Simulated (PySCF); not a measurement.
An unknown gives this computed stick spectrum. Computed with TDDFT CAM-B3LYP/def2-SVPD, vertical, gas phase, core orbitals frozen in the response (PySCF 2.14.0, density-fitted response routines). Geometries: GFN2-xTB, one conformer each.

```tsv
state	λ (nm)	f
S1	223.6	0.0000
S2	212.4	0.0067
S3	210.0	0.0001
S4	168.3	0.0038
S5	164.9	0.352
S6	161.6	0.536
S7	158.4	0.013
S8	157.7	0.050
```

Question: Which structure fits? All have the formula C4H8ClFSi2.
A. `FCC[SiH2]C#C[SiH2]Cl`
B. `C=C[Si@H](Cl)/C(F)=C/[SiH3]`
C. `[Si@]1(C=C)(Cl)C[SiH2][C@@H]1F`

Answer: A. Its S1, at 5.55 eV, is the lowest among the candidates; the nearest of the others has S1 at 5.80 eV. S1 is HOMO-1→LUMO (73%), HOMO→LUMO+1 (9%). Löwdin shares by element: HOMO carbon 74% or more, silicon 8% or more (atoms not listed hold the other 19%); LUMO carbon 43% or more, silicon 20% or more, chlorine 13% (atoms not listed hold the other 25%). At the same level the other candidates give, for their lowest levels:
- `C=C[Si@H](Cl)/C(F)=C/[SiH3]`: 197 nm (f 0.340); 189 nm (f 0.114); 184 nm (f 0.188); 178 nm (f 0.019); 172 nm (f 0.260); T1 4.04 eV; HOMO -9.15, LUMO -0.02 eV
- `C=C[Si@@]1(Cl)C[SiH2][C@@H]1F`: 214 nm (f 0.024); 205 nm (f 0.030); 188 nm (f 0.096); 186 nm (f 0.338); 181 nm (f 0.005); T1 4.28 eV; HOMO -8.86, LUMO 0.13 eV

Conformer computed: `[F:1][CH2:2][CH2:3][SiH2:4][C:5]#[C:6][SiH2:7][Cl:8]`: F1–C2–C3–Si4 -60°, C2–C3–Si4–C5 -61°.
Triplets come from the Tamm–Dancoff approximation.
